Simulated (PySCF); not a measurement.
## How methods differ on the ionisation energy of Ar⁺

Ar⁺ [Ne] 3s2 3p5 [3p1/2^2 3p3/2^3, M_J = 3/2] → Ar²⁺ [Ne] 3s2 3p4 [3p1/2^2 3p3/2^2, M_J = 2], as a difference of total energies. Computed with PySCF 2.14 in an uncontracted even-tempered set (19 s from 0.026 bohr⁻², ratio 2.8; 13 p from 0.034 bohr⁻², ratio 2.8; 5 d from 1 bohr⁻², ratio 3), with the two-component X2C-1e Hamiltonian. Correlated levels: 1s2 frozen; the 42 highest virtual spinors dropped. "Screened" scales the spin-orbit matrix elements by Boettger's factors to mimic the two-electron term; Breit and QED terms are absent.

| method | ionisation energy (eV) |
| --- | --- |
| GHF (spin-free) | 26.375 |
| GMP2 (spin-free) | 26.933 |
| GHF (screened spin-orbit) | 26.363 |
| GMP2 (screened spin-orbit) | 26.921 |

Q: How much does correlation contribute at GMP2 (screened spin-orbit)?

A: 26.921 − (26.363) = 0.558 eV, measured against GHF (screened spin-orbit).

The labels give the starting determinants; with spin-orbit coupling the two ends relaxed to ⟨J²⟩ = 3.76, ⟨L²⟩ = 2.00, ⟨S²⟩ = 0.75 and ⟨J²⟩ = 6.01, ⟨L²⟩ = 2.02, ⟨S²⟩ = 2.00.

For comparison: 27.630 eV (measured; NIST Atomic Spectra Database, ionization energies).
